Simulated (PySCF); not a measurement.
3-ethenoxyprop-1-ene (C5H8O), SMILES C=CCOC=C.

Geometry: B3LYP-D3(BJ)/def2-SVP. The values are those of a single conformer.

These are TDA-PBE/def2-SVPD run with PySCF values and carry that method's errors.

Vertical excitations. Gas-phase values at a fixed geometry.

```json
[
 {"state": "S1", "energy (eV)": "4.62", "λ (nm)": "268", "f": "0.007", "main pairs": "HOMO→LUMO 93 %"},
 {"state": "S2", "energy (eV)": "5.57", "λ (nm)": "223", "f": "0.019", "main pairs": "HOMO→LUMO+2 100 %"},
 {"state": "S3", "energy (eV)": "5.94", "λ (nm)": "209", "f": "0.014", "main pairs": "HOMO−1→LUMO+1 80 %"},
 {"state": "S4", "energy (eV)": "6.14", "λ (nm)": "202", "f": "0.011", "main pairs": "HOMO→LUMO+3 99 %"},
 {"state": "S5", "energy (eV)": "6.24", "λ (nm)": "199", "f": "0.006", "main pairs": "HOMO→LUMO+4 99 %"},
 {"state": "S6", "energy (eV)": "6.58", "λ (nm)": "188", "f": "0.006", "main pairs": "HOMO−1→LUMO+2 100 %"},
 {"state": "S7", "energy (eV)": "6.68", "λ (nm)": "186", "f": "0.441", "main pairs": "HOMO→LUMO+1 61 %"},
 {"state": "S8", "energy (eV)": "6.77", "λ (nm)": "183", "f": "0.021", "main pairs": "HOMO→LUMO+5 96 %"},
 {"state": "S9", "energy (eV)": "7.01", "λ (nm)": "177", "f": "0.007", "main pairs": "HOMO→LUMO+6 98 %"},
 {"state": "S10", "energy (eV)": "7.15", "λ (nm)": "173", "f": "0.004", "main pairs": "HOMO−1→LUMO+3 89 %"},
 {"state": "T1", "energy (eV)": "4.11", "λ (nm)": "301", "f": "0", "main pairs": "HOMO→LUMO+1 72 %, HOMO→LUMO 25 %"},
 {"state": "T2", "energy (eV)": "4.47", "λ (nm)": "277", "f": "0", "main pairs": "HOMO−1→LUMO 73 %, HOMO→LUMO 16 %"},
 {"state": "T3", "energy (eV)": "4.63", "λ (nm)": "268", "f": "0", "main pairs": "HOMO→LUMO 59 %, HOMO−1→LUMO 21 %, HOMO→LUMO+1 18 %"},
 {"state": "T4", "energy (eV)": "5.49", "λ (nm)": "226", "f": "0", "main pairs": "HOMO→LUMO+2 100 %"}
]
```
Triplets are in the Tamm–Dancoff approximation.
